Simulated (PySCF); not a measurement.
**Löwdin shares of the frontier orbitals**

Compound: C4H12GeO.
Z-matrix (Å and degrees, PBE0-D3(BJ)/def2-SVP geometry), rows numbered from 1:
```
C 
C   1  1.5120
O   2  1.4031  1  109.16
Ge  3  1.7862  2  120.56  1   174.55
C   4  1.9456  3  105.64  2  -177.43
C   5  1.5241  4  113.18  3   174.85
H   1  1.1002  2  110.35  3   -60.61
H   1  1.1008  2  111.03  3   178.89
H   1  1.1003  2  110.23  3    58.56
H   2  1.1097  1  109.72  3  -121.72
H   2  1.1101  1  109.59  3   121.85
H   4  1.5487  3  108.39  2   -56.97
H   4  1.5485  3  108.67  2    61.53
H   5  1.1017  4  107.32  3   -61.99
H   5  1.1018  4  106.88  3    51.85
H   6  1.1017  5  111.76  4   -59.77
H   6  1.1020  5  111.78  4    60.35
H   6  1.1013  5  111.58  4  -179.78
```

The calculation used PySCF 2.14.0, density-fitted response routines, TDDFT wB97X-D/def2-SVPD, vertical, gas phase, core orbitals frozen in the response. The wB97X-D/def2-SVPD calculation is non-relativistic and has no spin–orbit coupling, an omission that weighs most on germanium.

Kohn–Sham orbitals with the atoms that hold most of them (Löwdin shares over 4%, at most four atoms; ? is withheld):

```csv
orbital,ε (eV),atoms
LUMO+2,2.65,"Ge4 22%, O3 13%, C5 12%, H12 11%"
LUMO+1,2.14,"Ge4 44%, C2 9%, H13 8%, H12 8%"
LUMO,2.02,?
HOMO,?,?
HOMO-1,-10.16,"O3 25%, C5 21%, Ge4 18%, H12 7%"
HOMO-2,-10.41,"O3 31%, C5 13%, C2 12%, Ge4 11%"
HOMO-3,-11.13,"Ge4 26%, H12 16%, H13 15%, C5 8%"
```

Q: Which atoms hold the LUMO, and with what shares?

A: Ge4 (bonded to C, O and 2 H) 25%; C6 (bonded to C and 3 H) 18%; H13 (bonded to Ge) 8%; H12 (bonded to Ge) 8%. By element: germanium 25%, carbon 18% or more, hydrogen 16% or more.

Q: Which atoms hold the HOMO, and with what shares?

A: O3 (bonded to C and Ge) 56%; C2 (bonded to C, O and 2 H) 14%; Ge4 (bonded to C, O and 2 H) 8%; H10 (bonded to C) 7%.

Q: What is the HOMO energy, and the HOMO–LUMO gap?

A: ε(HOMO) = -9.44 eV; the gap is 11.46 eV (0.4213 hartree).

Q: The HOMO–LUMO gap is 11.46 eV. Where does the response calculation put the lowest singlet, and from which orbitals?

A: S1 is at 6.93 eV (f = 0.0010), 4.53 eV below the gap, made of HOMO→LUMO+1 (45%), HOMO→LUMO (38%). Its leading pair isn't HOMO and LUMO; the energies of that pair differ by 11.58 eV. Without the coupling terms of the response equations the lowest excitation would equal the gap.

Next come S2 at 7.57 eV (f 0.035), HOMO→LUMO+1 (46%), HOMO→LUMO (37%); S3 at 7.73 eV (f 0.039), HOMO-1→LUMO (63%), HOMO-1→LUMO+1 (22%); S4 at 7.89 eV (f 0.029), HOMO→LUMO+2 (78%); S5 at 8.12 eV (f 0.013), HOMO-2→LUMO (35%), HOMO-1→LUMO+1 (33%), HOMO-2→LUMO+1 (14%).

Löwdin shares depend on the basis, the more so with diffuse functions.

The run took 3.9 min wall (with the writing of density and orbital grids) on an Arm Neoverse V2 with one thread, no GPU, shared host with 96 logical CPUs at a one-minute load of 18, and the process peaked at 1.3 GiB of memory.

One conformer stands for the species.

Without π bonds the low states are Rydberg-like; a valence basis with one diffuse set may place them up to an eV too high.
